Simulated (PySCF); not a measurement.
PySCF input:

```python
from pyscf import gto, scf, dft

mol = gto.M(
    atom='''
    B     0.65371031   -0.02164797   -0.12540533
    F     1.43477377   -0.38896058   -1.08360252
    F     0.96515006    0.47621150    1.02159189
    O    -0.75478687   -0.19549439   -0.38191664
    C    -1.90707606    0.13962701    0.54775322
    H    -1.44215329    0.54807012    1.43719505
    H    -2.51281396    0.86959562    0.02207254
    H    -2.42024379   -0.79656762    0.73834835
    H    -1.01190361   -0.57192356   -1.24367969
    ''',
    basis='def2-tzvpd',
    charge=1,
    spin=0,
    verbose=4,
)

mf = dft.RKS(mol, xc='m062x').density_fit(auxbasis='def2-universal-jkfit')
mf.grids.level = 4
mf.conv_tol = 1e-9
mf.max_cycle = 100
mf.max_memory = 1500
mf.kernel()
if not mf.converged:
    mf = mf.newton()
    mf.kernel(mf.make_rdm1())
mf.analyze()
```

**Question.** What final total energy does it print?

**Answer.** -340.14574 Eh (M06-2X/def2-TZVPD).

It need not be the lowest isomer of its formula.
